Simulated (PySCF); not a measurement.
# Assigning NMR signals

Structure with atom numbers: `[CH2:1]=[C:2]([O:3][C:4]([F:5])([F:6])[F:7])[CH:8]([F:9])[F:10]`. Hydrogens are named by the atom that carries them. Ha(C1) is cis to O3; Hb(C1) is trans to O3.

Non-relativistic Hamiltonian, averaged over atoms made equivalent by symmetry, fast rotation or ring inversion, one conformer, in vacuum. Shielding tensors at PBE0/pcSseg-1 (GIAO); geometry from GFN2-xTB; PySCF 2.14.

References, each an isolated molecule treated in the same way: ¹³C (σref 186.93) and ¹H (σref 31.72) vs TMS.

**Question.** Assign these signals to the numbered atoms. ¹³C{¹H} NMR (computed): δ 160.0, 129.6, 117.5, 105.8.

**Answer.** 
```tsv
δ (ppm)	atoms	environment	reason
160.0	C2	alkene carbon bearing oxygen	an sp2 carbon further deshielded by the attached heteroatom
129.6	C4	CF3 carbon	4 electronegative neighbours deshield it
117.5	C8	allylic sp3 CH bonded to 2 F	2 electronegative neighbours deshield it
105.8	C1	β carbon of an enol-ether or enamine type C=C	the O or N lone pair pushes π density onto this β carbon and shields it
```

**Question.** Assign these signals to the numbered atoms. ¹H NMR (600 MHz, computed): δ 6.34 (m, 1H), 5.86 (m, 1H), 5.65 (m, 1H).

**Answer.** 
6.34 → H(C8), hydrogen on an allylic sp3 CH bonded to 2 F: its carbon carries F, hence the downfield position
5.86 → Hb(C1), hydrogen on a β carbon of an enol-ether or enamine type C=C: a vinylic proton, deshielded by the sp2 carbon and the C=C anisotropy
5.65 → Ha(C1), hydrogen on a β carbon of an enol-ether or enamine type C=C

Splittings by ¹⁹F in the carbon and heteronuclear signals aren't shown, as no couplings were computed. Shifts are as computed. Against solution values, carbons near 30 ppm lie about +3 ppm off and those near 130 ppm about +5 ppm. Of 1211 compounds with measured shifts, 218 miss one by over three times the rms of a fit or turn the order of signals round; such compounds aren't used in these exercises. Multiplicities follow the n + 1 count of equivalent neighbours, as no J values were calculated; m marks all less simple cases, F and P coupling included.
